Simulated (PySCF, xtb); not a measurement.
CdClHSe, SMILES [SeH][Cd][Cl]. One conformer was computed; it need not be the lowest.

Harmonic wavenumbers (cm⁻¹) from GFN2-xTB (xtb 6.7.1) at its own minimum, in rising order: 54, 165, 192, 275, 482, 2071.

Q: What does B3LYP-D3(BJ)/def2-TZVP run with PySCF 2.14.0 give at its own minimum? (The exact figures need the calculation; the answer reports its results.)

A: 70, 73, 220, 368, 592, 2393. Paired by order, the mean absolute difference is 110 cm⁻¹ and the zero-point energies are 4.6 and 5.3 kcal/mol.
